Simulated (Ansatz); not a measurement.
C5H7FO2 (SMILES C=C(F)C(=O)OCC), singlet, geometry from GFN2-xTB; Ansatz (a program for electronic structure) with BLYP/STO-3G.

Input for Ansatz:
Ansatz 0.2 input:
```yaml
crystal:
  periodic: [false, false, false]
  atoms:
    - {symbol: C, position_ang: [2.81484351, 0.10214238, 0.20729221]}
    - {symbol: C, position_ang: [1.57603227, 0.33824942, -0.19638991]}
    - {symbol: F, position_ang: [1.31769639, 1.20613037, -1.19065490]}
    - {symbol: C, position_ang: [0.37459893, -0.31786650, 0.39606849]}
    - {symbol: O, position_ang: [0.43945284, -1.11979645, 1.29496247]}
    - {symbol: O, position_ang: [-0.74744258, 0.08674685, -0.18163158]}
    - {symbol: C, position_ang: [-1.96191225, -0.48166286, 0.31183832]}
    - {symbol: C, position_ang: [-3.11708435, 0.10709106, -0.47434626]}
    - {symbol: H, position_ang: [2.97996800, -0.59826716, 1.00475553]}
    - {symbol: H, position_ang: [3.66018044, 0.59226715, -0.24122343]}
    - {symbol: H, position_ang: [-1.91089698, -1.57044941, 0.19851780]}
    - {symbol: H, position_ang: [-2.04567103, -0.25597186, 1.38092592]}
    - {symbol: H, position_ang: [-3.13956817, 1.18668293, -0.35415745]}
    - {symbol: H, position_ang: [-3.00546371, -0.12126394, -1.53069104]}
    - {symbol: H, position_ang: [-4.05276683, -0.31149520, -0.11565748]}
basis:
  gaussian:
    orbitals: STO-3G
    nuclear_model: gaussian
hamiltonian:
  xc: blyp
```

The log (banner, timings and long lists left out):

```
Functional definition: BLYP
678 factors; integrals over basis functions are off by at most 3.8e-5 eV
mean field evaluation 1: about -11939.3205 eV, gradient 3.5e1 eV
mean field evaluation 2: about -11908.2301 eV, gradient 1.2e2 eV
mean field evaluation 4: about -11942.6867 eV, gradient 9.0e0 eV
mean field evaluation 8: about -11942.7226 eV, gradient 2.8e-1 eV
mean field evaluation 16: about -11942.7229 eV, gradient 1.1e-5 eV
mean field -11942.72290595 eV, -438.8869717253 hartree, gradient 1.2e-5 eV, S^2 0.000000; 0 other end points of the search recorded, 0 dependent functions left out
reference -11942.72321700 eV, -438.8869831563 hartree; 31, 31 occupied and 16, 16 virtual orbitals, 678 factors
Total energy: -11942.72321700 eV, -438.8869831563 hartree
```
